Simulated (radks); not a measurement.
Species: Nb2+. Configuration: [Kr] 4d2.5 5p0.5 (fractional occupations, a model configuration).

Method: scalar-relativistic Kohn-Sham, PBE, spin-polarised, spherical densities, point nucleus; open shells are filled with parallel spins first (spin-orbit coupling, left out, can overturn this in heavy ions); computed with a radial shooting solver on a logarithmic mesh with Libxc functionals.

Energy parts (eV):
part                       energy
total                 -103914.057
kinetic                106995.762
electron-nucleus      -249582.065
Hartree                 41887.319
exchange-correlation    -3215.073

Orbitals (lengths in bohr, moments of r in powers of bohr):
1s up: occ. 1; eigenvalue (eV) -18828.66; <r^4> 7.987e-06
1s down: occ. 1; eigenvalue (eV) -18828.66; <r^4> 7.987e-06
2s up: occ. 1; eigenvalue (eV) -2651.214; <r^4> 0.001493
2s down: occ. 1; eigenvalue (eV) -2650.947; <r^4> 0.001493
2p up: occ. 3; eigenvalue (eV) -2369.397; <r^4> 0.001071
2p down: occ. 3; eigenvalue (eV) -2369.196; <r^4> 0.001071
3s up: occ. 1; eigenvalue (eV) -459.1841; <r^4> 0.07871
3s down: occ. 1; eigenvalue (eV) -459.0377; <r^4> 0.07866
3p up: occ. 3; eigenvalue (eV) -367.0809; <r^4> 0.08779
3p down: occ. 3; eigenvalue (eV) -366.9164; <r^4> 0.08766
3d up: occ. 5; eigenvalue (eV) -216.5900; <r^4> 0.1003
3d down: occ. 5; eigenvalue (eV) -216.3357; <r^4> 0.09987
4s up: occ. 1; eigenvalue (eV) -78.9204; <r^4> 3.442
4s down: occ. 1; eigenvalue (eV) -77.2864; <r^4> 3.368
4p up: occ. 3; eigenvalue (eV) -54.8812; <r^4> 5.654
4p down: occ. 3; eigenvalue (eV) -53.0306; <r^4> 5.537
4d up: occ. 2.5; eigenvalue (eV) -21.7582; <r^4> 26.56
4d down: occ. 0; eigenvalue (eV) -19.6260; <r^4> 26.82
5p up: occ. 0.5; eigenvalue (eV) -13.5330; <r^4> 295.0

The highest occupied level is 5p up at -13.533 eV. The configuration is held as typed, so some empty levels lie below it. Summed over all electrons, <r^2> = 35.24 bohr^2, which gives a Langevin (diamagnetic) susceptibility term of -27.9 x 10^-6 cm^3/mol.
